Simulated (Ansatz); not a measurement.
`BB(O)Br` and `BBO` differ in one atom or group.

Ansatz, PBE0-D4/def2-TZVP geometries, multiplicity 1. Each molecule was computed in one conformer, which needn't be the lowest.

Scalar relativity is left out up to krypton.

| property | `BB(O)Br` |
| --- | --- |
| LUMO energy (ωB97M-V/def2-TZVPP) / eV | -0.02 |
| ideal-gas entropy at 298 K and 1 bar (rigid rotor, harmonic PBE0-D4/def2-TZVP) / J/(mol·K) | 316 |
| zero-point energy (PBE0-D4/def2-TZVP) / kJ/mol | 104.4 |
| HOMO energy (PBE0/def2-TZVPP) / eV | -8.29 |
| HOMO–LUMO gap (ωB97M-V/def2-TZVPP) / eV | 10.44 |
| size of the dipole moment (ωB97M-V/def2-TZVPP) / D | 1.28 |

Question: Give the same properties after the change, and the shifts. (An estimate is asked.)

Answer: Computed: 
```json
{"property": "LUMO energy (ωB97M-V/def2-TZVPP) / eV", "`BBO`": "0.16", "shift": "0.18"}
{"property": "ideal-gas entropy at 298 K and 1 bar (rigid rotor, harmonic PBE0-D4/def2-TZVP) / J/(mol·K)", "`BBO`": "269", "shift": "-47"}
{"property": "zero-point energy (PBE0-D4/def2-TZVP) / kJ/mol", "`BBO`": "123.3", "shift": "18.9"}
{"property": "HOMO energy (PBE0/def2-TZVPP) / eV", "`BBO`": "-7.94", "shift": "0.35"}
{"property": "HOMO–LUMO gap (ωB97M-V/def2-TZVPP) / eV", "`BBO`": "10.39", "shift": "-0.05"}
{"property": "size of the dipole moment (ωB97M-V/def2-TZVPP) / D", "`BBO`": "1.49", "shift": "0.21"}
```

With PBE0 the HOMO rises by 0.35 eV and the LUMO rises by 0.20 eV, so the gap narrows by about 0.15 eV. PBE moves the HOMO by 0.48 eV and ωB97M-V by 0.23 eV. Dipoles are sizes alone; their direction can turn.

Spin–orbit coupling is left out; it splits and shifts lone-pair levels of the heavy atoms by tenths of an eV.
